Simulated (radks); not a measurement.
Problem. Excited configurations of neutral gold: one electron is placed in a higher orbital outside [Xe] 4f14 5d10. The ground configuration is [Xe] 4f14 5d10 6s1. Method: Dirac Kohn-Sham, BLYP, spin-unpolarised, spherical densities, finite nucleus; open shells fill j = l - 1/2 first; Fermi nuclear charge, rms radius 5.4371 fm; computed with a radial shooting solver on a logarithmic mesh with Libxc functionals. Excitation = E - E(ground); binding = E(ion) - E, where the ion is the core of charge +1; n* = 1/sqrt(2 binding) in atomic units, and the quantum defect is n - n*.

outer orbital  excitation (eV)  binding (eV)     n*  quantum defect  eigenvalue (eV)  <r> (bohr)
6p1/2                    4.759         4.718  1.698           4.302           -2.051       4.100
6d3/2                    7.993         1.484  3.028           2.972           -0.577       10.46
7s1/2                    6.953         2.524  2.322           4.678           -1.395       8.237

Estimate the row for 7p1/2.

Solution. excitation (eV) 7.644; binding (eV) 1.833; n* 2.724; quantum defect 4.276; eigenvalue (eV) -0.965; <r> (bohr) 10.53. The Delta-SCF ionisation energy is 9.477 eV (NIST Atomic Spectra Database: 9.226 eV, measured). Self-interaction in the functional shifts the binding energies and quantum defects, so they are the method's values and not measured ones. Spin polarisation and multiplet splitting are left out, so open shells lie too high by an amount that depends on their filling.

Beside tabulated values, note that spin-unpolarised runs miss the spin-polarisation part of the exchange energy of open shells.
